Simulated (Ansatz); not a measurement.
Abridged output of a molecular run in Ansatz:

```
Functional definition: HF
  name "HF"
  cite "Fock, Z. Phys. 61, 126 (1930) doi:10.1007/BF01340294"
  parent pbe
  exchange = exact_x
  correlation = 0
809 factors; integrals over basis functions are off by at most 8.6e-4 eV
mean field evaluation 1: about -13188.2723 eV, gradient 5.0e1 eV
mean field evaluation 2: about -13188.2833 eV, gradient 5.0e1 eV
mean field evaluation 4: about -13193.5272 eV, gradient 4.3e0 eV
mean field evaluation 8: about -13193.6119 eV, gradient 5.2e-1 eV
mean field -13193.61445959 eV, -484.8563884368 hartree, gradient 2.0e-6 eV, S^2 0.000000; 0 other end points of the search recorded, 0 dependent functions left out
9 core orbitals not correlated: weight in the atoms' cores, before any rotation towards them, 1.000 or more for the frozen orbitals, at most 0.000 for the correlated occupied ones
reference -13193.61445959 eV, -484.8563884368 hartree; 13, 13 occupied and 62, 62 virtual orbitals, 809 factors
second order -19.39189326 eV of doubles, -0.00000000 eV of singles
cycle   1  -19.16135390 eV  change    2.3e-1 eV  update   1.2e-1
cycle   2  -19.67883982 eV  change   -5.2e-1 eV  update   3.6e-2
cycle   3  -19.82802187 eV  change   -1.5e-1 eV  update   2.1e-2
cycle   4  -19.81617185 eV  change    1.2e-2 eV  update   5.8e-3
cycle   5  -19.81290843 eV  change    3.3e-3 eV  update   3.0e-3
cycle   6  -19.81366635 eV  change   -7.6e-4 eV  update   1.1e-3
cycle   7  -19.81329121 eV  change    3.8e-4 eV  update   5.4e-4
cycle   8  -19.81317127 eV  change    1.2e-4 eV  update   2.4e-4
cycle   9  -19.81328250 eV  change   -1.1e-4 eV  update   1.2e-4
cycle  10  -19.81328364 eV  change   -1.1e-6 eV  update   5.2e-5
cycle  11  -19.81327731 eV  change    6.3e-6 eV  update   2.0e-5
perturbative correction -0.65411897 eV, -0.0240384286 hartree
Total energy: -13214.08185587 eV, -485.6085513768 hartree
```

Its atoms:

```xyz
7

O     2.1095   -0.6536   -0.4432
C     0.9179   -0.1533   -0.1569
N     0.6863    1.0785    0.2099
Al   -0.8556    0.1672    0.1529
O    -2.5156    0.1189    0.3473
H     2.7473    0.0743   -0.3233
H    -3.0899   -0.6319    0.2133
```

Task: Which basis set was used?
A. def2-SVP
B. def2-SVPD
C. def2-TZVPP
D. cc-pV(Q+d)Z

Result: A. It gives 84 functions.

Task: Write the keys of the input that set method, charge and spin (a neutral closed shell needs none for the last two).

Result: 
```yaml
correlation: {method: ccsd_t}
```
